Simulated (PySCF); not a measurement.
Sb(H)2(SiH3) (H5SbSi), SMILES [SiH3][SbH2]. The structure is a stationary point at B3LYP-D3(BJ)/def2-TZVP. The def2 effective core potentials stand for the cores of Sb; spin–orbit coupling is left out.

Calculation: B3LYP-D3(BJ)/def2-TZVP run with PySCF.

Harmonic wavenumbers (cm⁻¹): 124, 298, 391, 407, 602, 627, 829, 877, 951, 954, 1927, 1932, 2212, 2226, 2232. Rotational constants (GHz): 43.06, 2.802, 2.799; symmetry number 1.

Question: Work out the zero-point energy and the ideal-gas rigid-rotor harmonic-oscillator thermochemistry at 298.15 K and 1 atm.

Answer: ZPE = ½ Σ hcν = ½ × 16591 cm⁻¹ = 99.23 kJ/mol. H − E(el) = 115.07 kJ/mol. Entropy in J/(mol K): translation 171.64, rotation 101.96, vibration 32.69, total 306.28. G − E(el) = 23.76 kJ/mol. Cp = 77.60 J/(mol K). Modes under 150 cm⁻¹ make the vibrational entropy uncertain.
